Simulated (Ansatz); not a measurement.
Ansatz (an electronic-structure program) input (revPBE/def2-TZVPD):

Ansatz 0.2 input:
```yaml
crystal:
  periodic: [false, false, false]
  atoms:
    - {symbol: Sb, position_ang: [0.14925089, -0.58985287, 0.71379254]}
    - {symbol: Br, position_ang: [1.76580542, 0.89714789, -0.52576696]}
    - {symbol: Br, position_ang: [-1.98328528, -0.03764800, -0.51433074]}
basis:
  gaussian:
    orbitals: def2-TZVPD
hamiltonian:
  xc: {name: revPBE}
magnetization: {spin_polarized: true, initial_magnetization: 1}
output: {forces: true}
```

End of the output:

```
integrals: 0.12 GiB planned
1253 factors; their error is unknown
mean field: 0.83 GiB planned
mean field evaluation 1: about -146621.1834 eV, gradient 1.1e1 eV
mean field evaluation 2: about -146618.8886 eV, gradient 2.1e1 eV
mean field evaluation 4: about -146621.8323 eV, gradient 1.1e0 eV
mean field evaluation 8: about -146621.8255 eV, gradient 3.9e-2 eV
mean field evaluation 16: about -146621.8255 eV, gradient 6.4e-6 eV
mean field -146621.82549978 eV, -5388.2527032742 hartree, gradient 5.0e-6 eV, S^2 0.752990; 0 other end points of the search recorded, 0 dependent functions left out
the calculation of the forces begins
reference -146621.82556993 eV, -5388.2527058519 hartree; 47, 46 occupied and 123, 124 virtual orbitals, 1253 factors
Total energy: -146621.82556993 eV, -5388.2527058519 hartree
Atom 0 at     0.149251    -0.589853     0.713793 Å, force     0.020378    -0.080536     0.097458 eV/Å
Atom 1 at     1.765805     0.897148    -0.525767 Å, force     0.115124     0.071514    -0.049111 eV/Å
Atom 2 at    -1.983285    -0.037648    -0.514331 Å, force    -0.135502     0.009023    -0.048347 eV/Å
Dipole moment:     0.070859    -0.280041     0.338883 e Å
```

It need not be the lowest isomer of its formula.
